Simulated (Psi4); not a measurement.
C$_{4}$H$_{10}$O, charge +1, doublet, geometry from GFN2-xTB (a state made from the parent by changing its charge; the spin is typed, not shown lowest); MP2/def2-TZVPP in Psi4.

Input for Psi4:
```
memory 2 GB

molecule mol {
1 2
  C    -0.133637   -1.417541   -0.605264
  C    -0.065112   -0.064440    0.045862
  C    -0.372595    1.109740   -0.960778
  C     1.401686    0.332935    0.466772
  O    -0.860782    0.112973    1.131328
  H     0.529901   -1.478869   -1.463337
  H     0.141098   -2.207648    0.097301
  H    -1.148631   -1.642986   -0.940387
  H    -0.323475    2.076474   -0.466976
  H     0.315942    1.080076   -1.797742
  H    -1.399245    0.945577   -1.292093
  H     2.059641    0.316660   -0.394798
  H     1.703287   -0.412756    1.204140
  H     1.425604    1.310702    0.940297
  H    -1.399921   -0.655182    1.383422
}

set basis def2-tzvpp
set reference uhf
set freeze_core true

energy('mp2')
print_variables()
```

Problem. Write the output that Psi4 gives for this input, abridged.

Solution. 
```
    SCF Algorithm Type (re)set to DF.

   => Loading Basis Set <=

    Name: DEF2-TZVPP
    Role: ORBITAL
    Keyword: BASIS

         ---------------------------------------------------------
                                   SCF
               by Justin Turney, Rob Parrish, Andy Simmonett
                          and Daniel G. A. Smith
                              UHF Reference
         ---------------------------------------------------------

  ==> Geometry <==

    Molecular point group: c1
    Full point group: C1

    Geometry (in Angstrom), charge = 1, multiplicity = 2:

       Center              X                  Y                   Z               Mass
    ------------   -----------------  -----------------  -----------------  -----------------
         C           -0.108190143998    -1.426480036747    -0.641755785887    12.000000000000
         C           -0.039665143998    -0.073379036747     0.009370214113    12.000000000000
         C           -0.347148143998     1.100800963253    -0.997269785887    12.000000000000
         C            1.427132856002     0.323995963253     0.430280214113    12.000000000000
         O           -0.835335143998     0.104033963253     1.094836214113    15.994914619570
         H            0.555347856002    -1.487808036747    -1.499828785887     1.007825032230
         H            0.166544856002    -2.216587036747     0.060809214113     1.007825032230
         H           -1.123184143998    -1.651925036747    -0.976878785887     1.007825032230
         H           -0.298028143998     2.067534963253    -0.503467785887     1.007825032230
         H            0.341388856002     1.071136963253    -1.834233785887     1.007825032230
         H           -1.373798143998     0.936637963253    -1.328584785887     1.007825032230
         H            2.085087856002     0.307720963253    -0.431289785887     1.007825032230
         H            1.728733856002    -0.421695036747     1.167648214113     1.007825032230
         H            1.451050856002     1.301762963253     0.903805214113     1.007825032230
         H           -1.374474143998    -0.664121036747     1.346930214113     1.007825032230

  Running in c1 symmetry.

  Rotational constants: A =      0.16506  B =      0.15136  C =      0.15078 [cm^-1]
  Rotational constants: A =   4948.29983  B =   4537.72037  C =   4520.25991 [MHz]
  Nuclear repulsion =  200.278209667931065

  Charge       = 1
  Multiplicity = 2
  Electrons    = 41
  Nalpha       = 21
  Nbeta        = 20

  ==> Algorithm <==

  SCF Algorithm Type is DF.
  DIIS enabled.
  MOM disabled.
  Fractional occupation disabled.
  Guess Type is SAD.
  Energy threshold   = 1.00e-08
  Density threshold  = 1.00e-08
  Integral threshold = 1.00e-12

  ==> Primary Basis <==

  Basis Set: DEF2-TZVPP
    Blend: DEF2-TZVPP
    Number of shells: 115
    Number of basis functions: 295
    Number of Cartesian functions: 330
    Spherical Harmonics?: true
    Max angular momentum: 3

   => Loading Basis Set <=

    Name: (DEF2-TZVPP AUX)
    Role: JKFIT
    Keyword: DF_BASIS_SCF

  ==> Integral Setup <==

  SCF_SUBTYPE=INCORE selected. In-core MEM_DF algorithm will be used.
  Using in-core AOs.

  ==> MemDFJK: Density-Fitted J/K Matrices <==

    J tasked:                   Yes
    K tasked:                   Yes
    wK tasked:                   No
    Algorithm:                 Core
    Schwarz Cutoff:           1E-12
    Mask sparsity (%):       2.0753
    Fitting Condition:        1E-10

   => Auxiliary Basis Set <=

  Basis Set: (DEF2-TZVPP AUX)
    Blend: DEF2-UNIVERSAL-JKFIT
    Number of shells: 185
    Number of basis functions: 557
    Number of Cartesian functions: 649
    Spherical Harmonics?: true
    Max angular momentum: 4

  Minimum eigenvalue in the overlap matrix is 1.8429094193E-04.
  Reciprocal condition number of the overlap matrix is 1.8066018830E-05.
    Using symmetric orthogonalization.

  ==> Pre-Iterations <==

  SCF Guess: Superposition of Atomic Densities via on-the-fly atomic UHF (no occupation information).

   -------------------------
    Irrep   Nso     Nmo
   -------------------------
     A        295     295
   -------------------------
    Total     295     295
   -------------------------

  ==> Iterations <==

                           Total Energy        Delta E     RMS |[F,P]|

   @DF-UHF iter SAD:  -231.69169503255404   -2.31692e+02   0.00000e+00
   @DF-UHF iter   1:  -231.74055247759094   -4.88574e-02   1.69928e-03 ADIIS/DIIS
   @DF-UHF iter   2:  -231.88733966034332   -1.46787e-01   6.24817e-04 ADIIS/DIIS
   @DF-UHF iter   3:  -231.90497407089896   -1.76344e-02   1.84614e-04 ADIIS/DIIS
   @DF-UHF iter   4:  -231.90826504965895   -3.29098e-03   8.17951e-05 DIIS
   @DF-UHF iter   5:  -231.90870163272689   -4.36583e-04   3.55717e-05 DIIS
   @DF-UHF iter   6:  -231.90900147635799   -2.99844e-04   2.58899e-05 DIIS
   @DF-UHF iter   7:  -231.90919845638592   -1.96980e-04   2.12000e-05 DIIS
   @DF-UHF iter   8:  -231.90938889114346   -1.90435e-04   1.98631e-05 DIIS
   @DF-UHF iter   9:  -231.90966263388407   -2.73743e-04   1.80176e-05 DIIS
   @DF-UHF iter  10:  -231.91010183744515   -4.39204e-04   1.57875e-05 DIIS
   @DF-UHF iter  11:  -231.91063405915526   -5.32222e-04   1.11114e-05 DIIS
   @DF-UHF iter  12:  -231.91068423582311   -5.01767e-05   9.92794e-06 DIIS
   @DF-UHF iter  13:  -231.91080895483708   -1.24719e-04   2.54650e-05 DIIS
   @DF-UHF iter  14:  -231.91081868147913   -9.72664e-06   1.01145e-05 DIIS
   @DF-UHF iter  15:  -231.91088779821536   -6.91167e-05   2.92883e-06 DIIS
   @DF-UHF iter  16:  -231.91088767442565    1.23790e-07   1.86459e-06 DIIS
   @DF-UHF iter  17:  -231.91088855722575   -8.82800e-07   1.45287e-07 DIIS
   @DF-UHF iter  18:  -231.91088856457554   -7.34980e-09   8.20038e-08 DIIS
   @DF-UHF iter  19:  -231.91088856651274   -1.93720e-09   3.56468e-08 DIIS
   @DF-UHF iter  20:  -231.91088856671456   -2.01823e-10   1.10446e-08 DIIS
   @DF-UHF iter  21:  -231.91088856672175   -7.19069e-12   4.59478e-09 DIIS
  Energy and wave function converged.

  ==> Post-Iterations <==

   @Spin Contamination Metric:   2.569429070E-02
   @S^2 Expected:                7.500000000E-01
   @S^2 Observed:                7.756942907E-01
   @S   Expected:                5.000000000E-01
   @S   Observed:                5.000000000E-01

    Orbital Energies [Eh]
    ---------------------

    Alpha Occupied:

[...]
    Alpha Virtual:

[...]
     295A     45.558984

    Beta Occupied:

[...]
    Beta Virtual:

[...]
    Final Occupation by Irrep:
              A
    DOCC [    20 ]
    SOCC [     1 ]
    NA   [    21 ]
    NB   [    20 ]

  @DF-UHF Final Energy:  -231.91088856672175

   => Energetics <=

    Nuclear Repulsion Energy =            200.2782096679310655
    One-Electron Energy =                -701.6814082884488926
    Two-Electron Energy =                 269.4923100537961318
    Total Energy =                       -231.9108885667217237

  UHF NO Occupations:
  HONO-2 :   19  A 1.9982674
  HONO-1 :   20  A 1.9913248
  HONO-0 :   21  A 1.0000000
  LUNO+0 :   22  A 0.0086752
  LUNO+1 :   23  A 0.0017326
  LUNO+2 :   24  A 0.0012333
  LUNO+3 :   25  A 0.0005098

Computation Completed

Properties will be evaluated at   0.000000,   0.000000,   0.000000 [a0]

Properties computed using the SCF density matrix

 Multipole Moments:

 ------------------------------------------------------------------------------------
     Multipole            Electronic (a.u.)      Nuclear  (a.u.)        Total (a.u.)
 ------------------------------------------------------------------------------------

 L = 1.  Multiply by 2.5417464519 to convert [e a0] to [Debye]
 Dipole X            :         -2.4103102            2.0196731           -0.3906372
 Dipole Y            :          0.3181817           -0.7094855           -0.3913038
 Dipole Z            :          3.1688806           -2.8962925            0.2725881
 Magnitude           :                                                    0.6164579

 ------------------------------------------------------------------------------------

  //>>>>>>>>>>>>>>>>>>>>>>>>>>>>>>>>>>>//
  //               DFMP2               //
  //<<<<<<<<<<<<<<<<<<<<<<<<<<<<<<<<<<<//

   => Loading Basis Set <=

    Name: (DEF2-TZVPP AUX)
    Role: RIFIT
    Keyword: DF_BASIS_MP2

	 --------------------------------------------------------
	                          DF-MP2
	      2nd-Order Density-Fitted Moller-Plesset Theory

	        Rob Parrish, Justin Turney, Andy Simmonett,
	           Ed Hohenstein, and C. David Sherrill
	 --------------------------------------------------------

	 --------------------------------------------------------
	                 NBF =   295, NAUX =   680
	 --------------------------------------------------------
	   CLASS    FOCC     OCC    AOCC    AVIR     VIR    FVIR
	   ALPHA       5      21      16     274     274       0
	    BETA       5      20      15     275     275       0
	 --------------------------------------------------------

	-----------------------------------------------------------
	 ==================> DF-MP2 Energies <====================
	-----------------------------------------------------------
	 Reference Energy          =    -231.9108885667217521 [Eh]
	 Singles Energy            =      -0.0000000000000000 [Eh]
	 Same-Spin Energy          =      -0.2115797192336496 [Eh]
	 Opposite-Spin Energy      =      -0.7063402013790108 [Eh]
	 Correlation Energy        =      -0.9179199206126604 [Eh]
	 Total Energy              =    -232.8288084873344133 [Eh]
	-----------------------------------------------------------
	 ================> DF-SCS-MP2 Energies <==================
	-----------------------------------------------------------
	 SCS Same-Spin Scale       =       0.3333333333333333 [-]
	 SCS Opposite-Spin Scale   =       1.2000000000000000 [-]
	 SCS Same-Spin Energy      =      -0.0705265730778832 [Eh]
	 SCS Opposite-Spin Energy  =      -0.8476082416548129 [Eh]
	 SCS Correlation Energy    =      -0.9181348147326961 [Eh]
	 SCS Total Energy          =    -232.8290233814544479 [Eh]
	-----------------------------------------------------------

  Variable Map:
  ----------------------------------------------------------------------------
[...]
  Array Variable Map:
  ----------------------------------------------------------------------------
[...]
[...]
```
